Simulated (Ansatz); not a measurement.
Ansatz (a quantum-chemistry and plane-wave program) input (CCSD(T)/aug-cc-pV(T+d)Z):
A basis named .json is the Basis Set Exchange file of that set.

Ansatz 0.2 input:
```yaml
crystal:
  periodic: [false, false, false]
  atoms:
    - {symbol: C, position_ang: [1.77894681, -0.74197949, 0.10827623]}
    - {symbol: Al, position_ang: [-0.00805223, 0.04846776, -0.00454877]}
    - {symbol: C, position_ang: [-1.64991533, -1.00120093, 0.03964769]}
    - {symbol: O, position_ang: [-0.20851206, 1.73908207, -0.14937184]}
    - {symbol: H, position_ang: [1.90333930, -1.29021087, 1.04751459]}
    - {symbol: H, position_ang: [2.58297413, -0.00537283, 0.04790693]}
    - {symbol: H, position_ang: [1.93543899, -1.46934935, -0.69447157]}
    - {symbol: H, position_ang: [-2.53869183, -0.37135198, -0.02750768]}
    - {symbol: H, position_ang: [-1.68385862, -1.71908563, -0.78557429]}
    - {symbol: H, position_ang: [-1.72181067, -1.58720678, 0.96097413]}
    - {symbol: H, position_ang: [0.52119538, 2.35892238, -0.18227699]}
basis:
  gaussian:
    orbitals: aug-cc-pV_T+d_Z.json
magnetization: {spin_polarized: false}
correlation: {method: ccsd_t, electrons: outside_noble_gas}
```

Output:

```
Functional definition: HF
integrals: 4.47 GiB planned
2010 factors; integrals over basis functions are off by at most 1.1e-3 eV
2.45 GiB of device memory are held for the factors and their scratch space
mean field: 2.15 GiB planned
mean field evaluation 1: about -10790.0132 eV, gradient 5.3e1 eV
mean field evaluation 2: about -10790.0643 eV, gradient 5.4e1 eV
mean field evaluation 4: about -10795.8143 eV, gradient 4.6e0 eV
mean field evaluation 8: about -10795.8841 eV, gradient 2.3e-1 eV
mean field evaluation 16: about -10795.8846 eV, gradient 2.2e-6 eV
mean field -10795.88463595 eV, -396.7414426576 hartree, gradient 2.2e-6 eV, S^2 0.000000; 0 other end points of the search recorded, 0 dependent functions left out
8 core orbitals not correlated
reference -10795.88463595 eV, -396.7414426576 hartree; 12, 12 occupied and 334, 334 virtual orbitals, 2010 factors
second order -19.02073864 eV of doubles, -0.00000000 eV of singles
coupled cluster: 26.35 GiB planned
cycle   1  -19.45049863 eV  change   -4.3e-1 eV  update   8.8e-2
cycle   2  -19.86316403 eV  change   -4.1e-1 eV  update   2.6e-2
cycle   3  -19.96252539 eV  change   -9.9e-2 eV  update   1.3e-2
cycle   4  -19.95624581 eV  change    6.3e-3 eV  update   3.2e-3
cycle   5  -19.95519517 eV  change    1.1e-3 eV  update   1.5e-3
cycle   6  -19.95542143 eV  change   -2.3e-4 eV  update   4.3e-4
cycle   7  -19.95521790 eV  change    2.0e-4 eV  update   1.8e-4
cycle   8  -19.95518998 eV  change    2.8e-5 eV  update   5.4e-5
cycle   9  -19.95520970 eV  change   -2.0e-5 eV  update   2.0e-5
perturbative correction -0.75260308 eV, -0.0276576530 hartree
Total energy: -10816.59244872 eV, -397.5024407408 hartree
```
